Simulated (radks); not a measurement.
Problem. Valence configurations of the scandium ion Sc+ (all share [Ar]). Calculated with a radial shooting solver on a logarithmic mesh with Libxc functionals: scalar-relativistic Kohn-Sham, PBE, spin-polarised, spherical densities, point nucleus; open shells are filled with parallel spins first. Order these by energy: 3d0.5 4s1 4p0.5; 3d1 4s0.5 4p0.5; 3d1 4p1; 3d1.5 4p0.5; 3d1 4s1; 4s1 4p1; 3d1.5 4s0.5; 3d2; 4s2.

Solution. From the lowest, in eV above it: 3d1 4s1 0.000; 3d1.5 4s0.5 0.111; 3d2 0.596; 3d1 4s0.5 4p0.5 1.761; 3d1.5 4p0.5 1.773; 4s2 2.089; 3d0.5 4s1 4p0.5 2.211; 3d1 4p1 3.522; 4s1 4p1 5.190. NIST lists [Ar] 3d1 4s1 as the ground configuration; this level of theory agrees among the configurations tried. The energies are those of spherical high-spin densities, not of single terms.
